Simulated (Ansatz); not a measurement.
Computed with Ansatz on PBE0-D4/def2-TZVP structures; ΔE is electronic, products minus reactants. CBS: MP2 limit from def2 TZ/QZ plus the TZ coupled-cluster correction, frozen cores. For Ge outer-core shells are correlated without core-valence functions, which leaves a few kJ/mol of doubt a bond. Scalar relativity is left out up to krypton. One conformer a species, not always the lowest.

`[BH2][GeH2][CH3]` + `C[N](C)[Ge][OH]` → `[BH2][GeH]([CH3])[OH]` + `C[N](C)[GeH]`  (redistribution)

```
                species  MP2/CBS(def2) energy (Eh)
     `[BH2][GeH2][CH3]`                -2143.07192
      `C[N](C)[Ge][OH]`                -2286.26255
`[BH2][GeH]([CH3])[OH]`                -2218.27420
         `C[N](C)[GeH]`                -2211.03943
```

Question: Work out ΔE.

Answer: ΔE = (-2218.27420) + (-2211.03943) − (-2143.07192) − (-2286.26255) = 0.02084 Eh = +13.1 kcal/mol. CCSD(T)/CBS gives +12.3 kcal/mol.

Largest T1 diagnostic among the species: 0.016.

In def2-TZVPP, CCSD(T) changes the Hartree–Fock value by +1.1 kcal/mol (the triples alone add +0.2 kcal/mol) and MP2 by +1.9 kcal/mol.
